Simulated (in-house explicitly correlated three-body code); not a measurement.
Computed with an exponentially correlated three-body code. Model: two electrons around a point charge, non-relativistic, variational in 260 exponentially correlated functions (energies converged to about 1e-7 hartree, or 1e-8 relative for large Z), ground state as one setting changes.

Given: nuclear charge 10.

```tsv
Yukawa screening of all interactions (1/bohr)	ground energy (hartree)	binding of second electron (eV)	mean radius (bohr)	mean distance of electrons (bohr)	mean cosine of angle
0.02	-93.5273833	1189.9	0.15587	0.22949	-0.013285
0.05	-92.9604042	1182.6	0.15587	0.2295	-0.013284
0.1	?	?	?	?	?
0.2	-90.1638051	1146.5	0.15593	0.22959	-0.013277
0.35	-87.4297006	1111.3	0.15606	0.22978	-0.013262
0.5	-84.7563824	1076.9	0.15625	0.23008	-0.013241
0.75	-80.4316723	1021.2	0.1567	0.23077	-0.01319
1	-76.2647411	967.61	0.15732	0.23171	-0.013124
1.5	-68.3806963	866.26	0.159	0.23429	-0.01295
2	-61.0624286	772.3	0.16127	0.23777	-0.012731
2.5	-54.2748699	685.26	0.16414	0.24216	-0.012472
3	-47.9880208	604.75	0.16763	0.24751	-0.012179
4	-36.8152626	461.99	0.17673	0.2615	-0.011497
5	?	?	?	?	?
6	-19.5100056	242.08	0.20715	0.30851	-0.0097665
7	-13.1196803	161.54	0.23291	0.34859	-0.0086972
8	-8.09823231	98.718	0.2727	0.41088	-0.0074586
9	-4.35724861	52.404	0.34109	0.51863	-0.0060084
```

Q: What follows for Yukawa screening of all interactions = 5?

A: ground energy -27.3694932 hartree; binding of second electron 341.71 eV; mean radius 0.1894 bohr; mean distance of electrons 0.28102 bohr; mean cosine of angle -0.010694.

Q: What follows for Yukawa screening of all interactions = 0.1?

A: ground energy -92.0211496 hartree; binding of second electron 1170.5 eV; mean radius 0.15589 bohr; mean distance of electrons 0.22952 bohr; mean cosine of angle -0.013283.
